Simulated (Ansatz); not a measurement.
```yaml
crystal:
  periodic: [false, false, false]
  atoms:
    - {symbol: C, position_ang: [3.683636, -0.741617, 0.235184]}
    - {symbol: C, position_ang: [3.699776, 0.664319, 0.211669]}
    - {symbol: C, position_ang: [2.500980, 1.396867, 0.127169]}
    - {symbol: C, position_ang: [1.286381, 0.704429, 0.065632]}
    - {symbol: C, position_ang: [1.269913, -0.731530, 0.088890]}
    - {symbol: C, position_ang: [2.468457, -1.449052, 0.173522]}
    - {symbol: C, position_ang: [-0.134599, -1.174245, 0.012710]}
    - {symbol: C, position_ang: [-0.788384, -2.401659, -0.004550]}
    - {symbol: C, position_ang: [-2.213017, -2.418968, -0.092090]}
    - {symbol: C, position_ang: [-2.974792, -1.252498, -0.156676]}
    - {symbol: C, position_ang: [-2.332674, 0.024493, -0.141360]}
    - {symbol: C, position_ang: [-2.944981, 1.314764, -0.200549]}
    - {symbol: C, position_ang: [-2.156613, 2.464904, -0.172396]}
    - {symbol: C, position_ang: [-0.732520, 2.417504, -0.087267]}
    - {symbol: C, position_ang: [-0.107488, 1.176563, -0.026999]}
    - {symbol: C, position_ang: [-0.923342, 0.009596, -0.055961]}
    - {symbol: H, position_ang: [4.632611, -1.295038, 0.300778]}
    - {symbol: H, position_ang: [4.661130, 1.197702, 0.260882]}
    - {symbol: H, position_ang: [2.521344, 2.497252, 0.108894]}
    - {symbol: H, position_ang: [2.463989, -2.549608, 0.192213]}
    - {symbol: H, position_ang: [-0.235879, -3.352481, 0.045301]}
    - {symbol: H, position_ang: [-2.725990, -3.392880, -0.103912]}
    - {symbol: H, position_ang: [-4.072270, -1.312349, -0.222108]}
    - {symbol: H, position_ang: [-4.040831, 1.397829, -0.267915]}
    - {symbol: H, position_ang: [-2.646744, 3.449345, -0.221703]}
    - {symbol: H, position_ang: [-0.158064, 3.356377, -0.069358]}
basis:
  gaussian: {orbitals: def2-TZVP}
magnetization: {spin_polarized: true, initial_magnetization: 2}
hamiltonian: {xc: pbe0, dispersion: d4}
scf: {omitted_lower_state_checks: [starts]}
output: {orbitals: {seedname: orbitals}}
```

```sh
$ ansatz run in.yaml --threads 4 --pin off --events-out ev --progress --plain --max-ram 6963MiB
```

(1) Does this run fit into the memory that it is given?

## Answers

(1) No. It has 556 basis functions, and Ansatz plans for 10 GiB where 7 GiB are given.
